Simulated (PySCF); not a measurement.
Job for PySCF: R-B3LYP/6-31G* on H4OSeSi (SMILES [SiH3]O[SeH]), a point of a torsion scan.

```python
from pyscf import gto, scf, dft, mp
from pyscf.data.elements import chemcore

mol = gto.M(
    atom='''
    Si    0.88248598   -0.24466859    0.07591995
    O    -0.18671411    0.95588061   -0.20054275
    Se   -1.99222237    1.08210418   -0.01427586
    H     0.56286480   -1.41199454   -0.75091873
    H     2.08309969    0.47280488   -0.32231991
    H     0.84614435   -0.64467028    1.48557531
    H    -2.21612511   -0.27424342    0.48015343
    ''',
    basis='6-31g*',
    cart=True,
    charge=0, spin=0, verbose=3, max_memory=1800)
mf = dft.RKS(mol, xc='b3lyp')
mf.conv_tol = 1e-8
mf.max_cycle = 100
mf.kernel()
if not mf.converged:
    mf = mf.newton().run(mf.mo_coeff, mf.mo_occ)
```

Program output:

```
converged SCF energy = -2768.40037527158
```

Self-consistency was reached.

Cost: around 7 core-seconds (rough).
